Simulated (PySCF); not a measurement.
**TaF3: breathing scan**

Method: PySCF, B3LYP, basis Ta def2-SVP with ECP60, F def2-SVP (scalar-relativistic core potentials, no spin–orbit coupling, density fitting).

Rigid scan from the singlet minimum (Ta–F 1.854 Å (×3); F–Ta–F 120.0° (×3)). Coordinate: all bonds to the central atom scaled together. Energies in kJ/mol from the minimum.

Problem. Predict the curve at 0.88, 0.92, 0.96, 1.00, 1.04, 1.08, 1.14, 1.22, 1.35.

Solution. 
```json
{"scale of all bonds to the centre": "0.88", "E (kJ/mol)": "385.0"}
{"scale of all bonds to the centre": "0.92", "E (kJ/mol)": "149.4"}
{"scale of all bonds to the centre": "0.96", "E (kJ/mol)": "32.7"}
{"scale of all bonds to the centre": "1.00", "E (kJ/mol)": "0.0"}
{"scale of all bonds to the centre": "1.04", "E (kJ/mol)": "25.6"}
{"scale of all bonds to the centre": "1.08", "E (kJ/mol)": "90.9"}
{"scale of all bonds to the centre": "1.14", "E (kJ/mol)": "235.0"}
{"scale of all bonds to the centre": "1.22", "E (kJ/mol)": "469.0"}
{"scale of all bonds to the centre": "1.35", "E (kJ/mol)": "864.4"}
```

At long bonds a restricted determinant can lie too high, and another spin state can fall below this curve.

No spin–orbit coupling is included, which matters more the heavier the element.

Other isomers or separated fragments may lie lower.

The scan took roughly 50 core-seconds on a shared host.
